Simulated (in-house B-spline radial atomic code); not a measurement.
B2+ is squeezed into an impenetrable sphere of radius R (the orbitals vanish at R). Computed with a B-spline radial code for spherical atoms: Dirac-Kohn-Sham LDA VWN5, spherical fractional occupations, Fermi nucleus of rms radius 2.406 fm.

Energies in eV above the free ion in [He] 2s1:

```
R (bohr)  highest level (eV)  [He] 2s1  [He] 2p1
    9.84               -31.3         0     5.829
    5.91               -31.3  0.003065     5.836
    4.67               -31.2   0.06351     5.932
    4.05               -30.9    0.2634     6.179
    3.39               -29.7     1.108     7.042
    3.13               -28.7     1.915     7.781
    2.71               -25.5      4.57        10
    2.05               -10.3      18.1     19.79
    1.71                11.6     38.34     32.83
    1.34                69.7     93.92     65.68
```

Question: Does [He] 2p1 fall below [He] 2s1 under compression?

Answer: Yes, between R = 2.05 and 1.71 bohr the order changes (near 1.97 bohr by linear interpolation).

The highest level is first positive in the row R = 1.71 bohr, pushed up by confinement above the zero of the free ion's potential. Each configuration is held fixed and needn't be the lowest in the sphere.
